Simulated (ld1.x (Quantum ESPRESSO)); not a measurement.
# Scattering properties, TM potential for ruthenium

```json
{
 "Element": "Ru",
 "Generator": "ld1.x (Quantum ESPRESSO) 7.5",
 "Type": "norm-conserving Troullier–Martins (Kleinman–Bylander form)",
 "Functional": "PBEsol",
 "Relativity": "fully relativistic",
 "Frozen core": "[Ar] 3d10",
 "Valence charge": "16",
 "Reference configuration": "4s2 4p6 4d7 5s0 5p0 (charge +1)",
 "Partial waves": "4s (bound): rc 1.35 bohr; 4p (bound): rc 1.85 bohr; 4f channel at 0.1 Ry: rc 1.80 bohr; 4d (bound): rc 1.50 bohr",
 "Local potential": "the d channel",
 "Core correction": "none"
}
```

Open shells are filled in proportion to 2j + 1 (rel_dist='average').

The phase is arctan(r·u′/u) with u = r·R(r), unwrapped; energies in Ry, scanned from -8 to 5 Ry. A pole is an energy at which the radial function vanishes at the test radius. The pseudo phase is shifted by a multiple of π to meet the all-electron one at the reference energy, and phase errors are pseudo minus all-electron; the curves can meet again beyond the range given. Levels narrower than the energy grid can be missing from the lists of poles.

Question: For each channel, where are the poles, and over which energies does the pseudopotential scatter like the atom?

Answer:

```json
{"channel": "s", "radius (bohr)": "2.01", "reference energy (Ry)": "-6.15", "poles, all-electron": "-5.92", "poles, pseudo": "-5.92", "unbroken range about the reference energy with phases within 0.05 rad": "below -0.2", "phase error 1 Ry above the reference energy (rad)": "-0.000"}
{"channel": "p1/2", "radius (bohr)": "2.01", "reference energy (Ry)": "-4.12", "poles, all-electron": "-3.73", "poles, pseudo": "-3.73", "unbroken range about the reference energy with phases within 0.05 rad": "below 0.8", "phase error 1 Ry above the reference energy (rad)": "-0.001"}
{"channel": "p3/2", "radius (bohr)": "2.01", "reference energy (Ry)": "-3.87", "poles, all-electron": "-3.42", "poles, pseudo": "-3.42", "unbroken range about the reference energy with phases within 0.05 rad": "below 0.9", "phase error 1 Ry above the reference energy (rad)": "-0.001"}
{"channel": "d3/2", "radius (bohr)": "2.01", "reference energy (Ry)": "-0.94", "poles, all-electron": "0.25", "poles, pseudo": "0.28", "unbroken range about the reference energy with phases within 0.05 rad": "the whole range", "phase error 1 Ry above the reference energy (rad)": "+0.007"}
{"channel": "d5/2", "radius (bohr)": "2.01", "reference energy (Ry)": "-0.91", "poles, all-electron": "0.31", "poles, pseudo": "0.28", "unbroken range about the reference energy with phases within 0.05 rad": "below 4.6", "phase error 1 Ry above the reference energy (rad)": "-0.005"}
{"channel": "f5/2", "radius (bohr)": "2.01", "reference energy (Ry)": "0.10", "poles, all-electron": "4.32", "poles, pseudo": "4.49", "unbroken range about the reference energy with phases within 0.05 rad": "the whole range", "phase error 1 Ry above the reference energy (rad)": "+0.001"}
{"channel": "f7/2", "radius (bohr)": "2.01", "reference energy (Ry)": "0.10", "poles, all-electron": "4.33", "poles, pseudo": "4.49", "unbroken range about the reference energy with phases within 0.05 rad": "the whole range", "phase error 1 Ry above the reference energy (rad)": "+0.001"}
```

Phases in the d3/2 channel:

```json
{"E (Ry)": "-8.00", "all-electron": "1.383", "pseudo": "1.383"}
{"E (Ry)": "-7.52", "all-electron": "1.377", "pseudo": "1.377"}
{"E (Ry)": "-7.04", "all-electron": "1.369", "pseudo": "1.369"}
{"E (Ry)": "-6.56", "all-electron": "1.360", "pseudo": "1.360"}
{"E (Ry)": "-6.08", "all-electron": "1.349", "pseudo": "1.349"}
{"E (Ry)": "-5.60", "all-electron": "1.337", "pseudo": "1.337"}
{"E (Ry)": "-5.12", "all-electron": "1.323", "pseudo": "1.323"}
{"E (Ry)": "-4.64", "all-electron": "1.305", "pseudo": "1.305"}
{"E (Ry)": "-4.16", "all-electron": "1.283", "pseudo": "1.283"}
{"E (Ry)": "-3.68", "all-electron": "1.253", "pseudo": "1.254"}
{"E (Ry)": "-3.20", "all-electron": "1.212", "pseudo": "1.212"}
{"E (Ry)": "-2.72", "all-electron": "1.147", "pseudo": "1.148"}
{"E (Ry)": "-2.24", "all-electron": "1.031", "pseudo": "1.034"}
{"E (Ry)": "-1.76", "all-electron": "0.761", "pseudo": "0.772"}
{"E (Ry)": "-1.28", "all-electron": "-0.086", "pseudo": "-0.042"}
{"E (Ry)": "-0.80", "all-electron": "-1.081", "pseudo": "-1.056"}
{"E (Ry)": "-0.32", "all-electron": "-1.413", "pseudo": "-1.402"}
{"E (Ry)": "0.16", "all-electron": "-1.552", "pseudo": "-1.546"}
{"E (Ry)": "0.64", "all-electron": "-1.634", "pseudo": "-1.629"}
{"E (Ry)": "1.12", "all-electron": "-1.695", "pseudo": "-1.690"}
{"E (Ry)": "1.60", "all-electron": "-1.748", "pseudo": "-1.744"}
{"E (Ry)": "2.08", "all-electron": "-1.802", "pseudo": "-1.797"}
{"E (Ry)": "2.56", "all-electron": "-1.864", "pseudo": "-1.859"}
{"E (Ry)": "3.04", "all-electron": "-1.944", "pseudo": "-1.937"}
{"E (Ry)": "3.52", "all-electron": "-2.060", "pseudo": "-2.050"}
{"E (Ry)": "4.00", "all-electron": "-2.249", "pseudo": "-2.234"}
{"E (Ry)": "4.48", "all-electron": "-2.598", "pseudo": "-2.572"}
{"E (Ry)": "4.96", "all-electron": "-3.192", "pseudo": "-3.160"}
```
